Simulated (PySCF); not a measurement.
BaCl, SMILES [Cl][Ba+], charge +1.

Coordinates come from a B3LYP-D3(BJ)/def2-TZVPD optimisation. The spin state was assumed, not searched. The def2 effective core potentials stand for the cores of Ba; spin–orbit coupling is left out.

Calculation: ωB97X/def2-TZVPD (PySCF).

The molecule is in vacuum.

Computed frontier levels, gap, dipole moment and polarisability:
- highest occupied level = -14.54 eV
- lowest empty level = -4.38 eV
- orbital gap = 10.16 eV
- dipole moment about the centre of nuclear charge = 9.23 D
- mean static polarisability = 37.5 bohr³ (5.56 Å³)
- polarisability, principal values = 29.4, 29.4, 53.6 bohr³
